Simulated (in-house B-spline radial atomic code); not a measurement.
## Solving the quasi-particle equation for 4s of neutral zinc

Configuration [Ar] 3d10 4s2, start PBE; correlation leaves out the 3 deepest shells, empty levels kept to 600 hartree. Computed with an all-electron radial atomic-structure program (B-spline basis): all electrons, scalar-relativistic (spin-free one-electron X2C), finite nucleus, each spin shell either full or empty, empty states to l = 9 with an (l + 1/2)⁻⁴ tail; G0W0 by contour deformation at full frequency.

At the mean-field level ε = -5.976 eV the matrix elements are Σx = -12.062 eV, v_xc = -9.756 eV and Σc(ε) = -1.698 eV, and the slope of the correlation self-energy is dΣc/dω = -0.1368. The quasi-particle energy solves E = ε + Σx − v_xc + Σc(E).

Problem. What does the linearised equation give?

Solution. Z = 1/(1 − dΣc/dω) = 1/1.1368 = 0.8797. The first-order shift is Σx − v_xc + Σc(ε) = -12.062 − (-9.756) + (-1.698) = -4.004 eV, so E ≈ ε + Z × shift = -5.976 + 0.8797 × (-4.004) = -9.498 eV.

Problem. How does that compare with the full solution and with static screening?

Solution. Solving the equation at full frequency dependence gives E = -9.409 eV, where Σc = -1.128 eV and the weight is 0.812; the linearised value is off by 89 meV. Leaving Z out would give -9.980 eV. Static COHSEX puts -3.338 eV in place of Σc and gives -11.620 eV, 2.21 eV deeper. The tabulated removal energy is 9.394 eV (NIST, measured); the run leaves out spin-orbit coupling, Breit and QED terms.
